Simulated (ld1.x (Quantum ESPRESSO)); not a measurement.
## chromium: TM pseudisation with PW91, fully relativistic reference atom.

ld1.x (Quantum ESPRESSO) 7.5 was run on this input:

```
&input
   title='Cr', zed=24., rel=2, dft='PW91', iswitch=3,
   config='[Ar] 3d5 4s0 4p0', rel_dist='average',
   nld=5, rlderiv=3.65, eminld=-3.0, emaxld=5.0, deld=0.02
 /
 &inputp
   pseudotype=2, tm=.true., lloc=0,
   nlcc=.true.,
   file_pseudopw='Cr.UPF', file_wfcaegen='ae.wfc', file_wfcncgen='nc.wfc', file_beta='beta', file_chi='chi'
 /
3
4P  2  1   0.00   0.00  3.35  3.35  0.0
3D  3  2   5.00   0.00  2.00  2.00  0.0
4S  1  0   0.00   0.00  1.90  1.90  0.0
 &test
   configts(1)='3d5 4s0 4p0'
 /
```

Command:

```bash
ld1.x < Cr.in > Cr.out
```

The program printed (shortened: banner, matrices, multipoles, cross overlaps and the repeated all-electron block are left out):

```
Program LD1 v.7.5
     --------------------------- All-electron run ----------------------------

     Cr
     dirac relativistic calculation

     atomic number is 24.00
     dft =PW91   lsd =0 sic =0 latt =0  beta=0.20 tr2=1.0E-14
     Exchange-correlation= PW91
                           (   1   4   2   2   0   0   0)
     mesh =1183 r(mesh) =  99.18097 a.u. xmin = -7.00 dx = 0.01250
     1 Ry =  13.60569312 eV, c = 137.03599908

     n l j   nl                  e(Ry)          e(Ha)          e(eV)
     Spin orbit split results
     1 0 0.5 1S 1( 2.00)      -432.7884      -216.3942     -5888.3868
     2 0 0.5 2S 1( 2.00)       -49.5312       -24.7656      -673.9065
     2 1 0.5 2P 1( 2.00)       -42.1469       -21.0734      -573.4373
     2 1 1.5 2P 1( 4.00)       -41.5105       -20.7552      -564.7788
     3 0 0.5 3S 1( 2.00)        -5.9512        -2.9756       -80.9703
     3 1 0.5 3P 1( 2.00)        -3.9092        -1.9546       -53.1873
     3 1 1.5 3P 1( 4.00)        -3.8346        -1.9173       -52.1728
     3 2 1.5 3D 1( 2.00)        -0.7339        -0.3669        -9.9850
     3 2 2.5 3D 1( 3.00)        -0.7280        -0.3640        -9.9046
     4 0 0.5 4S 1( 0.00)        -0.7335        -0.3667        -9.9796
     4 1 0.5 4P 1( 0.00)        -0.4483        -0.2242        -6.0997
     4 1 1.5 4P 1( 0.00)        -0.4446        -0.2223        -6.0495
     Averaged results
     1 0     1S 1( 2.00)      -432.7884      -216.3942     -5888.3868
     2 0     2S 1( 2.00)       -49.5312       -24.7656      -673.9065
     2 1     2P 1( 6.00)       -41.7226       -20.8613      -567.6649
     3 0     3S 1( 2.00)        -5.9512        -2.9756       -80.9703
     3 1     3P 1( 6.00)        -3.8595        -1.9297       -52.5110
     3 2     3D 1( 5.00)        -0.7303        -0.3652        -9.9368
     4 0     4S 1( 0.00)        -0.7335        -0.3667        -9.9796
     4 1     4P 1( 0.00)        -0.4459        -0.2229        -6.0662

     final scf error:  2.1E-15 reached in  31 iterations

     Etot =   -2101.180357 Ry,   -1050.590179 Ha,  -28588.015136 eV

     Ekin =    2125.807538 Ry,    1062.903769 Ha,   28923.084998 eV
     Encl =   -5005.724707 Ry,   -2502.862354 Ha,  -68106.354226 eV
     Eh   =     876.393481 Ry,     438.196740 Ha,   11923.940754 eV
     Exc  =     -97.656668 Ry,     -48.828334 Ha,   -1328.686661 eV

     normalization and overlap integrals

     s(1S/1S) =  1.000000  <r> =   0.0635  <r2> =    0.0054  r(max) =   0.0417
     s(2S/2S) =  1.000000  <r> =   0.2930  <r2> =    0.1015  r(max) =   0.2428
     s(2P/2P) =  1.000000  <r> =   0.2579  <r2> =    0.0820  r(max) =   0.1963
     s(2P/2P) =  1.000000  <r> =   0.2607  <r2> =    0.0837  r(max) =   0.1988
     s(3S/3S) =  1.000000  <r> =   0.9033  <r2> =    0.9433  r(max) =   0.7764
     s(3P/3P) =  1.000000  <r> =   0.9618  <r2> =    1.0940  r(max) =   0.7961
     s(3P/3P) =  1.000000  <r> =   0.9710  <r2> =    1.1150  r(max) =   0.7961
     s(3D/3D) =  1.000000  <r> =   1.4100  <r2> =    2.7129  r(max) =   0.8369
     s(3D/3D) =  1.000000  <r> =   1.4175  <r2> =    2.7432  r(max) =   0.8474
     s(4S/4S) =  1.000000  <r> =   3.0856  <r2> =   10.9209  r(max) =   2.5778
     s(4P/4P) =  1.000000  <r> =   3.9398  <r2> =   17.8121  r(max) =   3.2689
     s(4P/4P) =  1.000000  <r> =   3.9671  <r2> =   18.0493  r(max) =   3.3100

     ------------------------ End of All-electron run ------------------------

     --------------------- Generating NC pseudopotential ---------------------

      Generating local pot.: lloc=0, matching radius rcloc =   1.9000

      Computing core charge for nlcc:

       r > 1.17 : true rho core
       r < 1.17 : rho core = a sin(br)/r    a=   8.54  b=   2.17

      Integrated core pseudo-charge :   6.80

     Fully relativistic calculation: |psi|^2

     Wfc 4P LC norm =  0.99998221 SC norm =  0.00001762 missing  0.00000017

     Wfc 4P LC norm =  0.99998241 SC norm =  0.00001501 missing  0.00000258

     Wfc 3D LC norm =  0.99986980 SC norm =  0.00013018 missing  0.00000001

     Wfc 3D LC norm =  0.99987078 SC norm =  0.00012894 missing  0.00000028

      Wfc   4P  rcut= 3.310  Using Troullier-Martins method

      Wfc   4P  rcut= 3.310  Using Troullier-Martins method

      Wfc   3D  rcut= 2.008  Using Troullier-Martins method

      Wfc   3D  rcut= 2.008  Using Troullier-Martins method

     ------------------- End of pseudopotential generation -------------------

     Computing logarithmic derivative in   3.63539
     Computing logarithmic derivative in   3.63539
     Computing the partial wave expansion
       no projector for channel:   0
     R is outside the sphere for l=    1 j= 0.50
     R is outside the sphere for l=    1 j= 1.50
     R is outside the sphere for l=    2 j= 1.50
     R is outside the sphere for l=    2 j= 2.50

     ---------------------- Testing the pseudopotential ----------------------

     Cr
     dirac relativistic calculation

     atomic number is 24.00   valence charge is  6.00
     dft =PW91   lsd =0 sic =0 latt =0  beta=0.20 tr2=1.0E-14
     mesh =1183 r(mesh) =  99.18097 xmin = -7.00 dx = 0.01250

     n l  j  nl             e AE (Ry)       e PS (Ry)    De AE-PS (Ry)
     3 2 1.5 3D   1( 2.00)       -0.73389       -0.73388       -0.00000
     3 2 2.5 3D   1( 3.00)       -0.72798       -0.72798        0.00000
     1 0 0.5 4S   1( 0.00)       -0.73349       -0.73349       -0.00000
     2 1 0.5 4P   1( 0.00)       -0.44832       -0.44832       -0.00000
     2 1 1.5 4P   1( 0.00)       -0.44463       -0.44463        0.00000

     eps = 8.7E-15  iter = 11

     Etot =   -2101.180357 Ry,   -1050.590179 Ha,  -28588.015136 eV
     Etotps =   -28.209690 Ry,     -14.104845 Ha,    -383.812387 eV

     Ekin =      34.820439 Ry,      17.410220 Ha,     473.756212 eV
     Encl =     -25.045736 Ry,     -12.522868 Ha,    -340.764597 eV
     Ehrt =      15.934512 Ry,       7.967256 Ha,     216.800079 eV
     Ecxc =     -16.251960 Ry,      -8.125980 Ha,    -221.119175 eV
     (Ecc =      -9.164645 Ry,      -4.582322 Ha,    -124.691341 eV)
     Epseu=     -37.666946 Ry,     -18.833473 Ha,    -512.484906 eV

     ---------------------- End of pseudopotential test ----------------------
```

Generation and configuration tests took about 1.7 s on one core of a shared server CPU.
